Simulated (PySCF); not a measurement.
C7H9S: g tensor and hyperfine couplings

Compound: C7H9S (doublet state).
Structure used (GFN2-xTB), in Å, numbered top down from 1:
```
atom  x, y, z in Å
C1     2.7820   -0.8053    0.8272
C2     1.7156   -0.1896    0.4401
C3     0.6021    0.4321    0.0553
C4     0.5476    1.6189   -0.6729
S5    -1.0408    2.2113   -0.9741
C6    -1.7644    1.0141    0.2062
C7    -0.7786   -0.1449    0.3311
C8    -1.0798   -1.2480   -0.6841
H9     3.2708   -1.5549    0.2171
H10    3.2567   -0.6054    1.7797
H11    1.3885    2.1610   -1.0556
H12   -2.7377    0.7045   -0.1688
H13   -1.8915    1.5412    1.1528
H14   -0.8245   -0.5632    1.3412
H15   -1.0723   -0.8420   -1.6937
H16   -0.3252   -2.0284   -0.6198
H17   -2.0556   -1.6895   -0.4919
```

The species is `C=[C]C1=CSC[C@H]1C` [radical].

Level of theory: PySCF, UKS B3LYP, pcH-1 on C H S, non-relativistic, mean-field spin-orbit, GIAO. Geometry: GFN2-xTB, one conformer, isolated molecule. The geometry wasn't refined by DFT: couplings that depend on bond lengths, twists or pyramidal angles can differ widely from those at the functional's own minimum. Stability of the SCF solution: not tested.

| Property | Result |
| --- | --- |
| g1, g2, g3 | 2.00206, 2.00252, 2.00702 |
| g_iso | 2.00386 |
| Form of g | close to axial: the two nearest values differ by 9 % of g3 − g1 |
| ⟨S²⟩ | 0.7710 (exact 0.7500) |
| α and β electrons | 34, 33 |
| Basis functions | 300 |

Hyperfine couplings atom by atom, in MHz; T1 to T3 are the principal values of the dipolar part; ρ(0) is the spin density at the nucleus:

```json
{"atom": "C1", "isotope": "13C", "a_iso": "-34.1", "of which spin–orbit": "0.0", "T1": "-8.0", "T2": "1.8", "T3": "6.2", "Mulliken spin population": "-0.09", "ρ(0) (bohr⁻³)": "-0.0303"}
{"atom": "C2", "isotope": "13C", "a_iso": "42.5", "of which spin–orbit": "-0.1", "T1": "-44.6", "T2": "-33.7", "T3": "78.3", "Mulliken spin population": "0.49", "ρ(0) (bohr⁻³)": "0.0380"}
{"atom": "C3", "isotope": "13C", "a_iso": "-45.3", "of which spin–orbit": "0.0", "T1": "-25.1", "T2": "9.9", "T3": "15.2", "Mulliken spin population": "-0.21", "ρ(0) (bohr⁻³)": "-0.0403"}
{"atom": "C4", "isotope": "13C", "a_iso": "61.2", "of which spin–orbit": "0.3", "T1": "-51.8", "T2": "-49.9", "T3": "101.7", "Mulliken spin population": "0.59", "ρ(0) (bohr⁻³)": "0.0542"}
{"atom": "S5", "isotope": "33S", "a_iso": "5.3", "of which spin–orbit": "-0.4", "T1": "-20.5", "T2": "-16.6", "T3": "37.1", "Mulliken spin population": "0.16", "ρ(0) (bohr⁻³)": "0.0166"}
{"atom": "C6", "isotope": "13C", "a_iso": "-0.7", "of which spin–orbit": "0.0", "T1": "-0.9", "T2": "-0.1", "T3": "0.9", "Mulliken spin population": "0.00", "ρ(0) (bohr⁻³)": "-0.0007"}
{"atom": "C7", "isotope": "13C", "a_iso": "6.1", "of which spin–orbit": "0.0", "T1": "-1.4", "T2": "0.2", "T3": "1.1", "Mulliken spin population": "0.01", "ρ(0) (bohr⁻³)": "0.0054"}
{"atom": "C8", "isotope": "13C", "a_iso": "-9.1", "of which spin–orbit": "0.0", "T1": "-0.9", "T2": "0.4", "T3": "0.6", "Mulliken spin population": "0.00", "ρ(0) (bohr⁻³)": "-0.0081"}
{"atom": "H9", "isotope": "1H", "a_iso": "92.5", "of which spin–orbit": "0.0", "T1": "-2.6", "T2": "-2.0", "T3": "4.6", "Mulliken spin population": "0.04", "ρ(0) (bohr⁻³)": "0.0207"}
{"atom": "H10", "isotope": "1H", "a_iso": "91.9", "of which spin–orbit": "0.0", "T1": "-2.7", "T2": "-2.0", "T3": "4.7", "Mulliken spin population": "0.04", "ρ(0) (bohr⁻³)": "0.0206"}
{"atom": "H11", "isotope": "1H", "a_iso": "-39.9", "of which spin–orbit": "0.1", "T1": "-22.3", "T2": "-1.5", "T3": "23.9", "Mulliken spin population": "-0.03", "ρ(0) (bohr⁻³)": "-0.0089"}
{"atom": "H12", "isotope": "1H", "a_iso": "-0.1", "of which spin–orbit": "0.0", "T1": "-1.6", "T2": "-1.4", "T3": "3.0", "Mulliken spin population": "0.00", "ρ(0) (bohr⁻³)": "0.0000"}
{"atom": "H13", "isotope": "1H", "a_iso": "10.5", "of which spin–orbit": "0.0", "T1": "-2.1", "T2": "-0.9", "T3": "3.0", "Mulliken spin population": "0.00", "ρ(0) (bohr⁻³)": "0.0023"}
{"atom": "H14", "isotope": "1H", "a_iso": "-6.6", "of which spin–orbit": "0.0", "T1": "-2.0", "T2": "-0.5", "T3": "2.4", "Mulliken spin population": "0.00", "ρ(0) (bohr⁻³)": "-0.0015"}
{"atom": "H15", "isotope": "1H", "a_iso": "0.5", "of which spin–orbit": "0.0", "T1": "-2.3", "T2": "-0.4", "T3": "2.7", "Mulliken spin population": "0.00", "ρ(0) (bohr⁻³)": "0.0001"}
{"atom": "H16", "isotope": "1H", "a_iso": "1.4", "of which spin–orbit": "0.0", "T1": "-1.9", "T2": "-0.8", "T3": "2.7", "Mulliken spin population": "0.00", "ρ(0) (bohr⁻³)": "0.0003"}
{"atom": "H17", "isotope": "1H", "a_iso": "-2.1", "of which spin–orbit": "0.0", "T1": "-0.9", "T2": "-0.3", "T3": "1.3", "Mulliken spin population": "0.00", "ρ(0) (bohr⁻³)": "-0.0005"}
```

The largest Mulliken spin populations are on C4 (+0.59), C2 (+0.49), C3 (-0.21) and S5 (+0.16). Three atoms exceed +0.15. The angles at C4 add up to 360.0°, so it is planar; its axial dipolar tensor and the negative coupling of its proton fit spin in a p orbital normal to that plane.

C2, the radical centre as drawn in `C=[C]C1=CSC[C@H]1C`, holds a spin population of +0.49 out of 1.

Axes: g2 points within 12° of the C1–C2 bond and g3 points within 9° of the C4–H11 bond.

Under fast tumbling the dipolar parts average out, and these isotropic splittings remain: 1 × 1H (H9, I = 1/2, 2 lines) with 3.30 mT, 1 × 1H (H10, I = 1/2, 2 lines) with 3.28 mT, 1 × 1H (H11, I = 1/2, 2 lines) with 1.42 mT, 1 × 1H (H13, I = 1/2, 2 lines) with 0.37 mT and 1 × 1H (H14, I = 1/2, 2 lines) with 0.24 mT.

H9 and H10 aren't averaged: C1 is flat or nearly so (angle sum 360°), and its turn about the short C1–C2 bond (1.29 Å) is taken as slow.

The 33S coupling of S5 (5.3 MHz) shows only in satellite lines or after enrichment, since that isotope makes up about 0.76 % of natural sulfur.

The 13C coupling of C4 (61.2 MHz) shows only in satellite lines or after enrichment, since that isotope makes up about 1.07 % of natural carbon.
